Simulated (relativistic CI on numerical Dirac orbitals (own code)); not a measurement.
Hyperfine structure of Tb XLVIII, mass number 157

Method of calculation: Dirac-Coulomb-Breit CI, KLI orbitals optimised for each configuration, QED by a radiative potential, unscaled Slater integrals (own radial code, finite nucleus).

CI space (outside the closed core [Ne]): 3s2.3p6, 3s2.3p5.3d, 3s.3p6.3d, 3s2.3p5.4s, 3s2.3p5.4p, 3s2.3p5.4d, 3p6.3d.4p, 3s.3p6.4s, 3p6.3d2, 3p5.3d3, 3p5.3d2.4s, 3p5.3d2.4p, 3p5.3d2.4d, 3p6.3d.4s, 3p5.3d.4s2, 3p5.3d.4s.4p, 3p5.3d.4s.4d. Double excitations out of closed p, d and f shells are left out; levels of such configurations are missing from the list, as are those of other unlisted configurations, and high levels can miss mixing partners.

Nuclear spin I = 3/2, μ = 2.03 μN, Q = 1.4 b (tables of Stone and Pyykkö). The electronic factors are computed for point nuclear moments, without core polarisation or the Bohr-Weisskopf and QED corrections.

```tsv
Level	E (Ry)	A (GHz)	B (GHz)
3s2.3p5.3d 3P°_1	15.3465	115.2	98.1
3s2.3p5.3d 3F°_3	15.7062	134.8	-300
3s2.3p5.3d 3D°_2	15.9529	134.6	-23.1
3s2.3p5.3d 3F°_4	18.3564	89.73	-281
3s2.3p5.3d 3D°_3	19.4199	78.6	130
3s2.3p5.3d 3F°_2	29.0853	407.4	86.1
3s2.3p5.3d 1P°_1	31.6509	-218.9	25
3s.3p6.3d 3D_1	42.3587	-955	31.9
```

Levels with J = 0, under 50 % of one LS term, or S terms without an open s electron are left out. Small factors come from cancelling terms and can be off by tens of per cent or more.

At this charge energies of transitions that change n are usually good to better than 1 %, and those within a shell (Δn = 0) to a few per cent.

Give the hyperfine levels of 3s2.3p5.3d 3F°_2 relative to its centre of gravity.

With K = F(F + 1) − I(I + 1) − J(J + 1), E = AK/2 + B[¾K(K + 1) − I(I + 1)J(J + 1)]/[2I(2I − 1)J(2J − 1)]: F = 1/2: -1758, F = 3/2: -1222, F = 5/2: -257.5, F = 7/2: 1244 GHz.

LS names give the leading component of a level, which can be under half, so a name can repeat, a term be missing and a line seem to break the LS rules.
